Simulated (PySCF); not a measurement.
C2H8F3NSi2.
Numbering: `[CH3:1][NH:2][SiH2:3][SiH2:4][C:5]([F:6])([F:7])[F:8]` (hydrogens: H9, H10, H11 on C1; H12 on N2; H13, H14 on Si3; H15, H16 on Si4)

Computed, not measured: TDDFT B3LYP/def2-SVPD, vertical, gas phase, core orbitals frozen in the response in PySCF 2.14.0, density-fitted response routines. One conformer (not necessarily the lowest) at the GFN2-xTB geometry, without solvent, vibrations or thermal averaging. Torsions of this conformer, `[CH3:1][NH:2][SiH2:3][SiH2:4][C:5]([F:6])([F:7])[F:8]`: C1–N2–Si3–Si4 57°, N2–Si3–Si4–C5 180°, Si3–Si4–C5–F6 -179°.

Computed states:

```tsv
state	E (eV)	f
S1	4.79	0.0005
S2	5.69	0.0078
S3	6.19	0.0071
S4	6.50	0.0028
S5	6.64	0.019
S6	6.83	0.0014
S7	6.97	0.054
S8	7.30	0.034
```

Broadening: Gaussians 0.5 eV wide at half height, area fixed by f = 4.319×10⁻⁹ ∫ε dν̃. The width is an assumption, not a result. The curve ends short of the highest state used, and states not computed would add to its high-energy end.

(1) What does the envelope look like, and where are its maxima?

(2) On this curve, what absorbance would a 10⁻⁵ mol/L sample give at 193 nm over a 1 cm path?

(3) Coming from long wavelengths, where does ε first pass 100 L mol⁻¹ cm⁻¹?

(4) Does any computed singlet lie in the visible range?

Results:

(1) 
```
E (eV)  ε (L mol⁻¹ cm⁻¹)
  4.04                 0
  4.16                 0
  4.28                 2
  4.39                 5
  4.51                12
  4.62                21
  4.74                28
  4.85                28
  4.97                22
  5.08                19
  5.20                36
  5.32                97
  5.43               206
  5.55               349
  5.66               438
  5.78               445
  5.89               414
  6.01               425
  6.13               508
  6.24               641
  6.36               883
  6.47              1248
  6.59              1815
  6.70              2468
```

Maxima: 258 nm (4.80 eV), ε about 29, made up of S1 (100%); 217 nm (5.73 eV), ε about 450, made up of S2 (92%) (ε in L mol⁻¹ cm⁻¹; maxima over ε = 5, shares over 10%). At its high-energy end, 6.70 eV, the curve is still rising (ε about 2500, from S5 and S7).

(2) 193 nm is 6.424 eV, where ε is about 1100 L mol⁻¹ cm⁻¹, so A = ε c l ≈ 0.011 (Beer–Lambert, with the gas-phase spectrum and the assumed width).

(3) At about 233 nm (5.33 eV), 0.53 eV above S1.

(4) No computed singlet lies in the visible range (380 to 750 nm); the lowest, at 259 nm, stands 1.53 eV above its violet end (3.26 eV).

On one thread, Arm Neoverse N1 (aarch64), on a shared host, this took 92 s wall and 0.95 GiB of memory at its peak.
